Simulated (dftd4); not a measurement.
C4H6F2O2 (SMILES C=COC(F)(F)CO), singlet, at a GFN2-xTB geometry; D4 for pbe in dftd4.

dftd4 was given this input:
```
$ dftd4 mol.xyz --func pbe --charge 0 --json dftd4.json --noedisp --property

# file mol.xyz
14

C     -1.98524867     0.92501571     1.04731077
C     -1.20006666     1.45180380     0.12826779
O     -0.21647139     0.85538765    -0.62868302
C      0.15603679    -0.44442100    -0.42765436
F      0.88313980    -0.78118462    -1.51504011
F     -0.91014782    -1.29301426    -0.44033908
C      0.98330795    -0.67006602     0.84831123
O      2.08545721     0.18356411     0.89343668
H     -2.71162513     1.54904888     1.53284278
H     -1.97073075    -0.11090471     1.33325363
H     -1.25177725     2.49055991    -0.16406339
H      0.32242654    -0.52987052     1.71565441
H      1.36297848    -1.69400495     0.84097663
H      1.81573708     1.07735240     0.64430653
```

**Question.** Predict the main parts of the log of this dftd4 run.

**Answer.** 
```
                    ____  _____ _____     ____  _  _
      -------------|  _ \|  ___|_   _|---|  _ \| || |------------
     |             | | | | |_    | | ___ | | | | || |_           |
     |             | |_| |  _|   | ||___|| |_| |__   _|          |
     |             |____/|_|     |_|     |____/   |_|            |
     |             ===================================           |
     |            E. Caldeweyher, S. Ehlert & S. Grimme          |
     |          Mulliken Center for Theoretical Chemistry        |
     |                    University of Bonn                     |
      -----------------------------------------------------------

Rational (Becke-Johnson) damping: pbe-D4-ATM
---------------------
  s6         1.0000
  s8         0.9595
  s9         1.0000
  a1         0.3857
  a2         4.8069
 alp        16.0000
--------------------

Atomic data, radii in Ångström:
------------------------------------------------------
   Z          R(cov)      r4/r2   hardness         EN
------------------------------------------------------
   6 C        1.0000     1.6431     0.4220     2.5500
   8 O        0.8400     1.3725     0.5869     3.4400
   9 F        0.8533     1.2638     0.6693     3.9800
   1 H        0.4267     1.0622     0.4726     2.2000
------------------------------------------------------

Atomic reference systems (in atomic units):
----------------------------------------------------------------------------
   Z        #      CN     q+Z       C6(AA)   #      CN     q+Z       C6(AA)
----------------------------------------------------------------------------
   6 C      1  0.0000  6.0000      49.3833   2  0.9189  5.8288      52.1688
            3  1.9079  5.8579      35.6972   4  2.8312  5.7775      35.8445
            5  3.7487  5.7435      28.6317   6  2.9183  5.8956      32.2504
            7  0.8556  6.2103      25.6194
   8 O      1  0.0000  8.0000      15.5711   2  0.8042  7.6453      20.8489
            3  1.6112  7.4012      24.8631   4  0.9798  8.0000      14.9880
   9 F      1  0.0000  9.0000       9.7374   2  0.7408  8.7523      11.7796
   1 H      1  0.0000  1.0000       7.6362   2  0.8942  1.0000       3.0374
----------------------------------------------------------------------------

Atomic properties (in atomic units):
----------------------------------------------------------------------------
     #    Z              CN          q      C6(AA)        C8(AA)   alpha(0)
----------------------------------------------------------------------------
     1    6 C        2.8333    -0.1693     34.1600      987.9667     9.5472
     2    6 C        2.7761     0.0113     29.2897      847.1104     8.8357
     3    8 O        1.7074    -0.2750     18.4127      371.5786     5.8056
     4    6 C        3.4114     0.2832     20.5656      594.7920     6.9898
     5    9 F        0.7891    -0.1815     11.0951      189.8507     3.8369
     6    9 F        0.7873    -0.2261     11.5578      197.7680     3.9161
     7    6 C        3.6754     0.0220     22.8217      660.0426     6.9222
     8    8 O        1.6563    -0.4401     21.4751      433.3800     6.2686
     9    1 H        0.9262     0.1315      1.5232       18.4130     1.9300
    10    1 H        0.9261     0.1474      1.4095       17.0391     1.8566
    11    1 H        0.9256     0.1451      1.4252       17.2282     1.8669
    12    1 H        0.9233     0.1190      1.6212       19.5981     1.9912
    13    1 H        0.9243     0.1465      1.4153       17.1092     1.8605
    14    1 H        0.8047     0.2860      0.7646        9.2422     1.3735
----------------------------------------------------------------------------

Molecular properties (in atomic units):
----------------------------------------
 molecular C6                1841.2693
 molecular C8               40631.8664
----------------------------------------

Dispersion energy:      -1.1099715645902E-02 Eh

[Info] JSON dump of results written to 'dftd4.json'
```
